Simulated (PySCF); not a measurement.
C₃H₄ClNSi.
SMILES: `C#C[Si@H](Cl)N=C`

Torsions of this conformer, `[CH:1]#[C:2][Si@H:3]([Cl:4])[N:5]=[CH2:6]`: C2–Si3–N5–C6 -1°.

The closed-shell ground state was solved at several levels (PySCF, density fitting, gas phase, non-relativistic). One conformer (not necessarily the lowest) at the PBE0-D3(BJ)/def2-SVP geometry, without solvent, vibrations or thermal averaging.

```json
{"level": "B3LYP/6-31G*", "basis functions": "100", "total energy (Eh)": "-921.1405", "HOMO (eV)": "-7.15", "LUMO (eV)": "-1.33", "gap (eV)": "5.82", "dipole (D)": "3.35"}
{"level": "wB97X-D/pcSseg-2", "basis functions": "286", "total energy (Eh)": "-921.1892", "HOMO (eV)": "-9.49", "LUMO (eV)": "0.38", "gap (eV)": "9.87", "dipole (D)": "3.28"}
{"level": "B3LYP/def2-TZVP", "basis functions": "222", "total energy (Eh)": "-921.2860", "HOMO (eV)": "-7.33", "LUMO (eV)": "-1.64", "gap (eV)": "5.69", "dipole (D)": "2.95"}
{"level": "PBE0/pcSseg-1", "basis functions": "136", "total energy (Eh)": "-920.6206", "HOMO (eV)": "-7.59", "LUMO (eV)": "-1.43", "gap (eV)": "6.16", "dipole (D)": "3.39"}
{"level": "B3LYP/cc-pVTZ", "basis functions": "244", "total energy (Eh)": "-921.2874", "HOMO (eV)": "-7.30", "LUMO (eV)": "-1.59", "gap (eV)": "5.71", "dipole (D)": "2.96"}
```

(1) Estimate the row for wB97X-D/def2-SVPD, a basis of 163 functions; the other rows only guide the guess.

(2) Over all these levels, which gives the widest orbital gap and which the narrowest?

(3) How much does the basis alone move the frontier levels among the 3 B3LYP rows?

(4) How far do the dipole and the HOMO energy spread over the levels?

## Answers

(1) Total energy -920.7331 Eh, HOMO -9.50 eV, LUMO 0.39 eV, gap 9.89 eV, dipole 3.24 D.

(2) wB97X-D/def2-SVPD (range-separated hybrid) has the widest, 9.89 eV, and B3LYP/def2-TZVP (global hybrid, 20 % exact exchange) the narrowest, 5.69 eV. Functional and basis both differ between the two, so the spread mixes both effects.

(3) The HOMO by 0.18 eV and the LUMO by 0.31 eV. By rising basis size (HOMO, LUMO in eV): 6-31G* -7.15, -1.33; def2-TZVP -7.33, -1.64; cc-pVTZ -7.30, -1.59.

(4) The dipole runs from 2.95 to 3.39 D (mean 3.19 D) and the HOMO from -9.50 to -7.15 eV.

The pairwise dispersion term of wB97X-D wasn't added to the energies; at a given geometry it leaves orbitals and properties as they are.
